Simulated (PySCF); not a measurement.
Input file for PySCF: R-B3LYP/6-31G* on HF (SMILES F) with ghost functions.

```python
from pyscf import gto, scf, dft, mp
from pyscf.data.elements import chemcore

mol = gto.M(
    atom='''
    F     0.01747999   -0.03773085    3.21823258
    H    -0.26744645   -0.36675365    2.34658365
    ghost-C    1.24879992    0.49067687    0.01617415
    ghost-C   -0.25806237    0.31018133   -0.05882393
    ghost-N   -0.69058415   -0.77892282    0.83865741
    ghost-H    1.56612525    1.31842611   -0.61915998
    ghost-H    1.55863554    0.69694748    1.04084890
    ghost-H    1.76829753   -0.40864242   -0.32500417
    ghost-H   -0.56765775    0.12930557   -1.09428549
    ghost-H   -0.75852119    1.22005284    0.27710873
    ghost-H   -1.69413102   -0.91648854    0.78882472
    ghost-H   -0.25400431   -1.65553009    0.57155435
    ''',
    basis='6-31g*',
    cart=True,
    charge=0, spin=0, verbose=3, max_memory=1800)
mf = dft.RKS(mol, xc='b3lyp')
mf.conv_tol = 1e-8
mf.max_cycle = 100
mf.kernel()
if not mf.converged:
    mf = mf.newton().run(mf.mo_coeff, mf.mo_occ)
```

Program output:

```
converged SCF energy = -100.422303103572
```

The calculation finished and met its thresholds.

Cost: roughly 7 core-seconds.
